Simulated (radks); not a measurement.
Results of a calculation; reference values are marked as such.
Valence configurations of Br III (all share [Ar]). Level of theory: scalar-relativistic Kohn-Sham, r2SCAN, spin-unpolarised, spherical densities, finite nucleus; meta-GGA in the generalised Kohn-Sham scheme; Fermi nuclear charge, rms radius 4.1629 fm (a radial shooting solver on a logarithmic mesh with Libxc functionals). Energies are relative to 3d10 4s2 4p3; eigenvalues in eV.

valence           E (eV)    e(3d)    e(4p)    e(4s)
3d10 4s2 4p3       0.000  -92.193  -28.502  -42.619
3d10 4s1.5 4p3.5   7.064  -92.989  -28.858  -43.005
3d10 4s1 4p4      14.143  -93.777  -29.203  -43.377
3d10 4s0.5 4p4.5  21.235  -94.556  -29.536  -43.736
3d10 4p5          28.339  -95.327  -29.859        -
3d9.5 4s2 4p3.5   33.170  -98.782  -29.727  -44.279
3d9.5 4s1.5 4p4   40.452  -99.554  -30.070  -44.652
3d9 4s2 4p4       69.054  -105.48  -30.931  -45.906
3d9 4s1 4p5       84.057  -106.97  -31.581  -46.620
3d8 4s2 4p5       149.21  -119.18  -33.288  -49.076

NIST lists [Ar] 3d10 4s2 4p3 as the ground configuration; this level of theory agrees among the configurations tried. The energies are those of spherical spin-averaged densities, not of single terms.
